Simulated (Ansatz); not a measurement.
C2H7AsSi, SMILES `[SiH3]C1C[AsH]1`, relaxed with RKS PBE-D4/def2-SVP in the Gaussian-basis code of Ansatz from a rough embedded geometry. The force threshold is 0.03 eV/Å; the program also tests the step.

Charge 0, multiplicity 1.

Start:

```xyz
11

Si    0.631    1.347    0.518
C    -0.286    0.111   -0.459
C    -0.690   -1.054    0.296
As    0.887   -1.516   -0.827
H     1.455    2.232   -0.397
H    -0.334    2.276    1.242
H     1.522    0.750    1.528
H    -0.955    0.390   -1.241
H    -0.480   -1.086    1.420
H    -1.662   -1.559   -0.026
H    -0.089   -1.892   -2.053
```

Question: By how much does the energy fall, and how many steps does the optimiser take? (Best estimate.)

Answer: Ansatz gave: 28.92 kJ/mol, in 6 steps, 1 of them rejected.

Question: Which bonds change most? (Estimate.)

Answer: The calculation gave: As4–H11 from 1.612 to 1.546 Å; Si1–C2 from 1.823 to 1.879 Å; C2–C3 from 1.447 to 1.492 Å; C3–H9 from 1.144 to 1.104 Å.

Question: Give the relaxed structure. (An estimate is asked.)

Answer: The calculation gave: 
```xyz
11

Si    0.647    1.448    0.519
C    -0.282    0.094   -0.394
C    -0.761   -1.133    0.308
As    0.842   -1.545   -0.834
H     1.434    2.287   -0.450
H    -0.292    2.348    1.284
H     1.587    0.804    1.505
H    -0.884    0.431   -1.256
H    -0.559   -1.233    1.389
H    -1.712   -1.590   -0.009
H    -0.020   -1.911   -2.063
```
